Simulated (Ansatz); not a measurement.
Total energies of the cluster NaPb₂⁻ (the lowest singlet isomer of a short search) from Ansatz at r2SCAN-D4/def2-TZVPD, gas phase (1 Eh = 27.2114 eV = 2625.5 kJ/mol). The reference geometry is relaxed at B3LYP-D4/def2-TZVPD.

```xyz
3

Na   -0.552   -0.243    1.747
Pb    1.085    1.202   -0.468
Pb   -0.533   -0.958   -1.280
```

```
            state                        geometry  energy (Eh)
charge -1 singlet                       reference   -548.28503
 charge 0 doublet                       reference   -548.23247
charge -1 triplet  relaxed at B3LYP-D4/def2-TZVPD   -548.25871
charge -1 quintet  relaxed at B3LYP-D4/def2-TZVPD   -548.24381
```

In the def2 sets Pb takes a core potential; there is no spin–orbit coupling.

Problem. Work out the vertical ionisation energy to the doublet.

Solution. E(charge 0 doublet) − E(charge -1 singlet) = -548.23247 − (-548.28503) = 0.05256 Eh = 1.43 eV. For comparison, −ε of the highest occupied level is -0.24 eV at this level, 1.67 eV less.

Problem. Which of the charge -1 states is lowest, and how far above it are the others?

Solution. The singlet. triplet: -548.25871 − (-548.28503) = 0.02632 Eh = 69.1 kJ/mol; quintet: -548.24381 − (-548.28503) = 0.04122 Eh = 108.2 kJ/mol. The triplet differs in its bonds from the reference. The quintet differs in its bonds from the reference.

At r2SCAN-D4/def2-TZVPD the highest occupied level of the charge -1 singlet lies above zero (up to 0.24 eV). By energy differences its removal costs 1.43 eV (vertical, to the charge 0 doublet, at r2SCAN-D4/def2-TZVPD); a positive level beside a positive removal energy at the same level points to self-interaction error. At r2SCAN-D4/def2-TZVPD the highest occupied level of the charge -1 triplet lies above zero (up to 0.50 eV). It is a level of α spin, whose loss leaves a doublet; that state wasn't run at this geometry and level. The electron is either unbound and held by the finite basis, or the level is raised by self-interaction error. At r2SCAN-D4/def2-TZVPD the highest occupied level of the charge -1 quintet lies above zero (up to 0.60 eV). It is a level of α spin, whose loss leaves a quartet; that state wasn't run at this geometry and level. The electron is either unbound and held by the finite basis, or the level is raised by self-interaction error. 

The structure comes from a short search, and lower isomers may exist.
